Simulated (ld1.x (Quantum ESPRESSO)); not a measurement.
Mn: TM pseudisation with LDA (PZ), scalar-relativistic reference atom.

Input for ld1.x (Quantum ESPRESSO) 7.5:

```
&input
   title='Mn', zed=25., rel=1, dft='PZ', iswitch=3,
   config='[Ar] 3d5.5 4s1.5 4p0',
   nld=3, rlderiv=4.00, eminld=-2.0, emaxld=5.0, deld=0.02
 /
 &inputp
   pseudotype=2, tm=.true., lloc=-2, rcloc=3.10,
   nlcc=.true., new_core_ps=.true.,
   file_pseudopw='Mn.UPF', file_wfcaegen='ae.wfc', file_wfcncgen='nc.wfc', file_beta='beta', file_chi='chi'
 /
3
4S  1  0   1.50   0.00  2.40  2.40  0.0
4P  2  1   0.00   0.00  3.70  3.70  0.0
3D  3  2   5.50   0.00  1.65  1.65  0.0
 &test
   configts(1)='3d5.5 4s1.5 4p0'
 /
```

Command:

```bash
ld1.x < Mn.in > Mn.out
```

The program printed (shortened: banner, matrices, multipoles, cross overlaps and the repeated all-electron block are left out):

```
Program LD1 v.7.5
     --------------------------- All-electron run ----------------------------

     Mn
     scalar relativistic calculation

     atomic number is 25.00
     dft =PZ   lsd =0 sic =0 latt =0  beta=0.20 tr2=1.0E-14
     Exchange-correlation= PZ
                           (   1   1   0   0   0   0   0)
     mesh =1187 r(mesh) = 100.09544 a.u. xmin = -7.00 dx = 0.01250
     1 Ry =  13.60569312 eV, c = 137.03599908

     n l     nl                  e(Ry)          e(Ha)          e(eV)
     1 0     1S 1( 2.00)      -471.2958      -235.6479     -6412.3054
     2 0     2S 1( 2.00)       -54.3572       -27.1786      -739.5670
     2 1     2P 1( 6.00)       -46.0956       -23.0478      -627.1632
     3 0     3S 1( 2.00)        -6.1063        -3.0531       -83.0798
     3 1     3P 1( 6.00)        -3.8394        -1.9197       -52.2371
     3 2     3D 1( 5.50)        -0.3769        -0.1885        -5.1283
     4 0     4S 1( 1.50)        -0.3513        -0.1757        -4.7798
     4 1     4P 1( 0.00)        -0.0904        -0.0452        -1.2302

     final scf error:  5.7E-15 reached in  26 iterations

     Etot =   -2312.313063 Ry,   -1156.156531 Ha,  -31460.621934 eV

     Ekin =    2336.680214 Ry,    1168.340107 Ha,   31792.153922 eV
     Encl =   -5528.182976 Ry,   -2764.091488 Ha,  -75214.761103 eV
     Eh   =     978.831340 Ry,     489.415670 Ha,   13317.678830 eV
     Exc  =     -99.641641 Ry,     -49.820820 Ha,   -1355.693583 eV

     normalization and overlap integrals

     s(1S/1S) =  1.000000  <r> =   0.0610  <r2> =    0.0050  r(max) =   0.0400
     s(2S/2S) =  1.000000  <r> =   0.2801  <r2> =    0.0927  r(max) =   0.2331
     s(2P/2P) =  1.000000  <r> =   0.2474  <r2> =    0.0753  r(max) =   0.1885
     s(3S/3S) =  1.000000  <r> =   0.8555  <r2> =    0.8464  r(max) =   0.7361
     s(3P/3P) =  1.000000  <r> =   0.9098  <r2> =    0.9793  r(max) =   0.7547
     s(3D/3D) =  1.000000  <r> =   1.2941  <r2> =    2.3288  r(max) =   0.7642
     s(4S/4S) =  1.000000  <r> =   3.1725  <r2> =   11.7284  r(max) =   2.5693
     s(4P/4P) =  1.000000  <r> =   4.6768  <r2> =   26.2578  r(max) =   3.5560

     ------------------------ End of All-electron run ------------------------

     --------------------- Generating NC pseudopotential ---------------------

      Generating local potential from pseudized AE potential:
      Matching radius rcloc =   3.1000
      Enforcing V''(0)=0 (lloc=-2)

      Local pseudo, rcloc= 3.099 Estimated cut-off energy=     3.25 Ry

      Computing core charge for nlcc:

       r > 1.04 : true rho core
      Core charge pseudized with two Bessel functions
      Integrated core pseudo-charge :  10.40

      Wfc   4S  rcut= 2.414  Using Troullier-Martins method

      Wfc   4P  rcut= 3.692  Using Troullier-Martins method

      Wfc   3D  rcut= 1.659  Using Troullier-Martins method

     ------------------- End of pseudopotential generation -------------------

     Computing logarithmic derivative in   4.00440
     Computing logarithmic derivative in   4.00440
     Computing the partial wave expansion
     R is outside the sphere for l=    0 j= 0.00
     R is outside the sphere for l=    1 j= 0.00
     R is outside the sphere for l=    2 j= 0.00

     ---------------------- Testing the pseudopotential ----------------------

     Mn
     scalar relativistic calculation

     atomic number is 25.00   valence charge is  7.00
     dft =PZ   lsd =0 sic =0 latt =0  beta=0.20 tr2=1.0E-14
     mesh =1187 r(mesh) = 100.09544 xmin = -7.00 dx = 0.01250

     n l     nl             e AE (Ry)        e PS (Ry)    De AE-PS (Ry)
     3 2     3D   1( 5.50)       -0.37692       -0.37692        0.00000
     1 0     4S   1( 1.50)       -0.35131       -0.35131        0.00000
     2 1     4P   1( 0.00)       -0.09042       -0.09042        0.00000

     eps = 4.6E-15  iter =  6

     Etot =   -2312.313063 Ry,   -1156.156531 Ha,  -31460.621934 eV
     Etotps =   -48.866446 Ry,     -24.433223 Ha,    -664.861866 eV

     Ekin =      49.872387 Ry,      24.936193 Ha,     678.548393 eV
     Encl =     -52.672507 Ry,     -26.336253 Ha,    -716.645960 eV
     Ehrt =      28.012714 Ry,      14.006357 Ha,     381.132396 eV
     Ecxc =     -29.200056 Ry,     -14.600028 Ha,    -397.287005 eV
     (Ecc =     -19.077613 Ry,      -9.538806 Ha,    -259.564141 eV)
     Epseu=     -44.878984 Ry,     -22.439492 Ha,    -610.609690 eV

     ---------------------- End of pseudopotential test ----------------------
```

Generation and configuration tests took about 2 s on one core of a shared server CPU.
